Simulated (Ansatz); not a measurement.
LaO (SMILES [O]=[La]), doublet, geometry from GFN2-xTB (such geometries of metal compounds can be far from the true shape) (core potentials on La). Base run: HF/def2-SVP (Ansatz, a quantum-chemistry and plane-wave program).

Here is a job for Ansatz.
Ansatz 0.2 input:
```yaml
crystal:
  periodic: [false, false, false]
  atoms:
    - {symbol: La, position_ang: [-0.00000000, -0.00000000, -0.24883547]}
    - {symbol: O, position_ang: [0.00000000, 0.00000000, 1.77295270]}
basis:
  gaussian:
    orbitals: def2-SVP
hamiltonian:
  xc: hf
magnetization: {spin_polarized: true, initial_magnetization: 1}
```

Each row names what was changed in the base input (with any setting that the change needs).

```json
[
 {"change": "base", "basis functions": "46", "E (Eh)": "-105.93444"},
 {"change": "basis = def2-SV(P)", "basis functions": "39", "E (Eh)": "-105.91375"},
 {"change": "basis = def2-SVPD", "basis functions": "___", "E (Eh)": "___"},
 {"change": "basis = def2-TZVP", "basis functions": "___", "E (Eh)": "___"},
 {"change": "basis = def2-TZVPD", "basis functions": "83", "E (Eh)": "-106.03580"},
 {"change": "basis = def2-TZVPP", "basis functions": "87", "E (Eh)": "-106.04004"},
 {"change": "basis = def2-QZVP", "basis functions": "129", "E (Eh)": "-106.04619"},
 {"change": "basis = def2-QZVPP", "basis functions": "138", "E (Eh)": "-106.04657"}
]
```

Task: Complete the blanks.

Result: 
- basis = def2-SVPD, basis functions: 58
- basis = def2-SVPD, E (Eh): -105.94550
- basis = def2-TZVP, basis functions: 71
- basis = def2-TZVP, E (Eh): -106.03445

Totals compare only among sets that treat the same electrons; sets with core potentials leave the core out.
